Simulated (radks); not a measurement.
Results of a calculation; reference values are marked as such.
Mean orbital radii <r> (bohr) of the germanium ion Ge3+, [Ar] 3d10 4s1, at several levels of relativity; Dirac values are averaged over j with weights 2j + 1. Spin-unpolarised spherical Kohn-Sham, PBE, point nucleus unless stated (finite: rms radius 4.0742 fm), a radial shooting solver on a logarithmic mesh with Libxc functionals. A level marked "c x" has the speed of light scaled by that factor.

shell  non-rel.  scalar-rel., finite nucleus  Dirac, c x 1.25  Dirac, c x 10  change of magnitude, last against first (%)
1s      0.04785                      0.04700          0.04731        0.04785                                        -0.02
2s       0.2139                       0.2100           0.2113         0.2138                                        -0.02
2p       0.1853                       0.1837           0.1842         0.1852                                        -0.01
3s       0.6348                       0.6240           0.6278         0.6347                                        -0.02
3p       0.6510                       0.6464           0.6480         0.6510                                        -0.01
3d       0.7215                       0.7246           0.7235         0.7215                                        0.00
4s        1.876                        1.849            1.859          1.875                                        -0.01
